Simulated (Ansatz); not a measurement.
Single points on the cluster CuAg₄⁺.

```yaml
crystal:
  periodic: [false, false, false]
  atoms:
    - {symbol: Ag, position_ang: [2.125854, -1.529118, 0.764501]}
    - {symbol: Ag, position_ang: [0.677935, -0.333242, 2.614263]}
    - {symbol: Ag, position_ang: [-0.025304, -0.016050, -0.024133]}
    - {symbol: Ag, position_ang: [-1.017926, 2.092794, -1.504694]}
    - {symbol: Cu, position_ang: [-1.760560, -0.214395, -1.849937]}
basis:
  gaussian: {orbitals: def2-TZVP, initial_orbitals: start.molden}
total_charge: 1
hamiltonian: {xc: pbe, dispersion: d4}
scf: {omitted_lower_state_checks: [starts]}
output: {forces: true, orbitals: {seedname: orbitals}}
```

The file start.molden holds the orbitals of an earlier run on this structure, at another level or in another basis.

```sh
$ ansatz run in.yaml --threads 4 --pin off --events-out ev --progress --plain --max-ram 4787MiB
```

Output, abridged:

```
Functional definition: PBE
1865 factors; their error is unknown
mean field evaluation 1: about -60631.9947 eV, gradient 1.0e1 eV
mean field evaluation 2: about -60632.2787 eV, gradient 6.3e-1 eV
mean field evaluation 4: about -60632.2516 eV, gradient 5.6e-2 eV
mean field -60632.25163930 eV, -2228.1941497278 hartree, gradient 5.8e-5 eV, S^2 0.000000; 0 other end points of the search recorded, 0 dependent functions left out
reference -60632.25170340 eV, -2228.1941520838 hartree; 52, 52 occupied and 153, 153 virtual orbitals, 1865 factors
Total energy: -60632.51930180 eV, -2228.2039861436 hartree
Atom 0 at     2.125854    -1.529118     0.764501 Å, force     0.000173     0.000875    -0.000227 eV/Å
Atom 1 at     0.677935    -0.333242     2.614263 Å, force    -0.003249    -0.008354     0.002461 eV/Å
Atom 2 at    -0.025304    -0.016050    -0.024133 Å, force     0.107665     0.048025     0.100014 eV/Å
Atom 3 at    -1.017926     2.092794    -1.504694 Å, force     0.052842     0.103776     0.029760 eV/Å
Atom 4 at    -1.760560    -0.214395    -1.849937 Å, force    -0.157432    -0.144321    -0.132007 eV/Å
Dipole moment:    -0.118257     0.017742    -0.132052 e Å
Checks for a lower state left out: starts
```

Hardware: 4 threads of INTEL XEON PLATINUM 8581C on a shared host. Wall time 2.7 s.

The first input with `gaussian: {orbitals: def2-SVP, initial_orbitals: start.molden}`, `output: {orbitals: {seedname: orbitals}}` (abridged; 1.7 s):

```
Functional definition: PBE
mean field -60621.34448891 eV, -2227.7933193442 hartree, gradient 7.1e-5 eV, S^2 0.000000
Total energy: -60621.61216760 eV, -2227.8031563548 hartree
Checks for a lower state left out: starts
```

First input, but with `hamiltonian: {xc: {name: wB97M-V}}`, `output: {orbitals: {seedname: orbitals}}` (abridged; 11 s):

```
Functional definition: wB97M-V
mean field -60627.40768086 eV, -2228.0161375387 hartree, gradient 1.5e-5 eV, S^2 0.000000
Total energy: -60627.40775419 eV, -2228.0161402335 hartree
Checks for a lower state left out: starts
```

First input, but with `hamiltonian: {xc: {name: B2PLYP}}`, `correlation: {frozen_orbitals: {Ag: 0, Cu: 9}}` and without the key `output` (abridged; 6.5 s):

```
Functional definition: B2PLYP
mean field -60592.86772370 eV, -2226.7468175251 hartree, gradient 3.5e-6 eV, S^2 0.000000
9 core orbitals not correlated, not the lowest: weight in the atoms' cores, before any rotation towards them, 1.000 or more for the frozen orbitals, at most 0.000 for the correlated occupied ones
second order -75.35021540 eV of doubles, -0.00000000 eV of singles
Total energy: -60613.21246581 eV, -2227.4944730074 hartree
Checks for a lower state left out: starts
```

Geometry: PBE-D4/def2-SVP.

In the def2 sets Ag takes a core potential; there is no spin–orbit coupling. Correlated methods freeze 9 core orbitals; core or outer-core shells of Ag are correlated, in sets that lack core-valence functions. The structure comes from a short search, and lower isomers may exist.
